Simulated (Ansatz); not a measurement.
The cluster Li6H5. The state is a doublet with charge 0. Geometry r2SCAN-D4/def2-TZVP; atoms count from 1.

```xyz
11

Li    0.317    2.005    0.266
Li   -1.500    0.645    1.237
Li    1.608   -0.851   -1.571
Li   -0.926    0.338   -1.260
Li   -0.352   -2.315   -0.528
Li    0.805   -0.457    0.867
H     1.364   -1.912   -0.127
H    -1.418    1.750   -0.198
H     0.970    0.650   -0.782
H    -1.063   -0.871    0.302
H     0.195    1.017    1.794
```

The structure comes from a short search, and lower isomers may exist.

(1) Estimate the Mulliken populations from the PBE0/def2-TZVP orbitals of Ansatz.

(2) Where does the spin sit?

## Answers

(1) 
```json
{"atom": "Li1", "charge (e)": "0.55", "spin (α − β)": "0.00"}
{"atom": "Li2", "charge (e)": "0.55", "spin (α − β)": "0.00"}
{"atom": "Li3", "charge (e)": "0.40", "spin (α − β)": "0.38"}
{"atom": "Li4", "charge (e)": "0.23", "spin (α − β)": "0.31"}
{"atom": "Li5", "charge (e)": "0.40", "spin (α − β)": "0.38"}
{"atom": "Li6", "charge (e)": "0.34", "spin (α − β)": "-0.03"}
{"atom": "H7", "charge (e)": "-0.49", "spin (α − β)": "-0.03"}
{"atom": "H8", "charge (e)": "-0.44", "spin (α − β)": "0.00"}
{"atom": "H9", "charge (e)": "-0.54", "spin (α − β)": "-0.02"}
{"atom": "H10", "charge (e)": "-0.54", "spin (α − β)": "-0.02"}
{"atom": "H11", "charge (e)": "-0.45", "spin (α − β)": "0.01"}
```
Mulliken values depend strongly on the basis.

(2) Summed by element: Li 1.06, H -0.06, of 1 unpaired in all. Largest on single atoms: Li5 0.38, Li3 0.38, Li4 0.31.
